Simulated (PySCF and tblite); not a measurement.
Values are calculated unless marked as measured or tabulated.
bromocyclopentane, C₅H₉Br, numbered as in [Br:1][CH:2]1[CH2:3][CH2:4][CH2:5][CH2:6]1.

GFN2-xTB molecular dynamics (tblite; Langevin, friction 0.005 fs⁻¹, 1.5 fs steps, hydrogen mass 4 u): 400 + 5000 steps at each temperature, started from the lowest conformer, nuclei classical.

GIAO shieldings at PBE/pcSseg-1 (PySCF) on 8 frames a temperature; like atoms are averaged, and of two unlike H on one atom a is the less shielded at the minimum.

(1) How far do thermal motions move the shieldings from their values at the minimum?

(2) What do the single frames at 500 K give for H3a/H6a?

Spin–orbit effects of the heavy atoms on shieldings are missing. Changes within two standard errors are not significant.

The study took 18 min on 1 thread of Intel Xeon Platinum 8488C, shared host (rough), peak memory 0.72 GiB, launched as `OMP_NUM_THREADS=1 python ens_run.py task.json out`.

## Answers

(1) 
```
 signal  σ at minimum (ppm)     Δσ, 100 K     Δσ, 300 K      Δσ, 500 K
    Br1              2070.0  -52.3 ± 32.8  -83.9 ± 36.7  -130.0 ± 53.4
     C2               111.3     2.9 ± 2.3     7.0 ± 3.5     -2.8 ± 3.6
  C3/C6               139.0    -0.2 ± 0.6    -1.6 ± 1.3     -3.6 ± 1.6
  C4/C5               157.4    -4.3 ± 0.8    -6.2 ± 1.6     -3.1 ± 0.7
     H2               26.90   0.31 ± 0.17   0.05 ± 0.23   -0.05 ± 0.36
H3a/H6a               29.42   0.09 ± 0.06  -0.26 ± 0.24   -0.21 ± 0.15
H3b/H6b               29.69  -0.41 ± 0.13  -0.43 ± 0.25   -0.88 ± 0.19
H4a/H5a               29.23   0.06 ± 0.10   0.23 ± 0.32    0.35 ± 0.20
H4b/H5b               29.80  -0.03 ± 0.14  -0.10 ± 0.17    0.35 ± 0.23
```

Errors are standard errors over frames. Zero-point motion is missing, and a reference compound would move too.

(2) 
```json
{"t (fs)": "1068", "V above the minimum, tight binding (kcal/mol)": "20.7", "E above it, DFT (kcal/mol)": "20.2", "torsions (°)": "none", "σ (ppm)": "28.65"}
{"t (fs)": "2006", "V above the minimum, tight binding (kcal/mol)": "14.1", "E above it, DFT (kcal/mol)": "16.2", "torsions (°)": "none", "σ (ppm)": "29.55"}
{"t (fs)": "2943", "V above the minimum, tight binding (kcal/mol)": "16.0", "E above it, DFT (kcal/mol)": "17.4", "torsions (°)": "none", "σ (ppm)": "29.91"}
{"t (fs)": "3880", "V above the minimum, tight binding (kcal/mol)": "18.4", "E above it, DFT (kcal/mol)": "18.2", "torsions (°)": "none", "σ (ppm)": "29.10"}
{"t (fs)": "4820", "V above the minimum, tight binding (kcal/mol)": "22.5", "E above it, DFT (kcal/mol)": "21.9", "torsions (°)": "none", "σ (ppm)": "28.72"}
{"t (fs)": "5757", "V above the minimum, tight binding (kcal/mol)": "27.6", "E above it, DFT (kcal/mol)": "26.1", "torsions (°)": "none", "σ (ppm)": "29.45"}
{"t (fs)": "6694", "V above the minimum, tight binding (kcal/mol)": "21.6", "E above it, DFT (kcal/mol)": "20.0", "torsions (°)": "none", "σ (ppm)": "29.32"}
{"t (fs)": "7632", "V above the minimum, tight binding (kcal/mol)": "21.0", "E above it, DFT (kcal/mol)": "20.3", "torsions (°)": "none", "σ (ppm)": "29.00"}
```
